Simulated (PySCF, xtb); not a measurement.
Bi(Br)(SiH3)2 (BiBrH6Si2), SMILES [SiH3][Bi]([SiH3])[Br].

GFN2-xTB (xtb) at its own geometry gives an orbital gap of 3.46 eV and a dipole moment of 6.49 D.

Geometry optimised at B3LYP-D3(BJ)/def2-SVP. The def2 effective core potentials stand for the cores of Bi; spin–orbit coupling is left out.

Problem. What does PBE/def2-TZVP run with PySCF give? (Estimate from the structure and the level; the computed values follow.)

Solution. gap 3.07 eV (levels -6.15 and -3.07 eV), dipole 2.92 D.
